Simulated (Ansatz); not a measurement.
Compare A (`CN(C)[SiH2]O`) with its isomer B (`COC(N)[SiH3]`).

Computed with Ansatz on PBE0-D4/def2-TZVP structures; ΔE is electronic, products minus reactants. CCSD(T)/CBS adds triple-zeta CCSD(T) − MP2 to the extrapolated MP2 energy (def2 sets, frozen cores). DFT in def2-TZVPP. B3LYP here is the variant with VWN-RPA as its local correlation; programs differ in this. Each species was taken in one conformer, which may not be the lowest.

A:

```xyz
14

C     0.9269    0.6213   -1.1349
N    -0.1131    0.0334   -0.3259
C    -0.5034   -1.2872   -0.7505
Si   -0.5834    0.7204    1.1649
O     0.4563    0.5522    2.4374
H     1.8618    0.0450   -1.0933
H     0.6179    0.6765   -2.1868
H     1.1462    1.6366   -0.7974
H    -1.3166   -1.6640   -0.1269
H     0.3279   -2.0054   -0.6968
H    -0.8575   -1.2746   -1.7895
H    -1.8851    0.0824    1.4982
H    -0.6577    2.1897    1.0030
H     0.5798   -0.3265    2.7986
```

B:

Z-matrix (Å, degrees):
```
C
O 1 1.409
H 1 1.099 2 110.8
H 1 1.090 2 107.1 3 118.8
H 1 1.094 2 111.3 3 -121.3
C 2 1.408 1 113.6 3 62.7
Si 6 1.903 2 105.8 1 -171.0
N 6 1.447 2 111.7 1 64.5
H 6 1.103 2 109.4 1 -53.3
H 7 1.488 6 108.0 2 -69.2
H 7 1.489 6 108.1 2 173.6
H 7 1.486 6 112.9 2 52.6
H 8 1.011 6 113.4 2 86.9
H 8 1.009 6 112.9 2 -147.6
```

(1) Which isomer does CCSD(T)/CBS put lower? Give the gap. (An estimate is asked.)

(2) Give E(B) − E(A) in kJ/mol with MP2/def2-TZVPP, HF/def2-TZVPP, B3LYP, PBE0-D4, B3LYP-D4, CCSD(T)/def2-TZVPP, PBE-D4. (Best estimate.)

Largest T1 diagnostic: 0.012.

Results:

(1) Computed: A, by 256.7 kJ/mol.

(2) The calculation gave: MP2/def2-TZVPP 266.8, HF/def2-TZVPP 260.0, B3LYP 246.1, PBE0-D4 242.5, B3LYP-D4 247.6, CCSD(T)/def2-TZVPP 252.7, PBE-D4 232.1. None reverses the order clearly.

From PBE to PBE0 (25 % exact exchange), in def2-TZVPP and without D4, E(B) − E(A) moves by +10.5 kJ/mol.
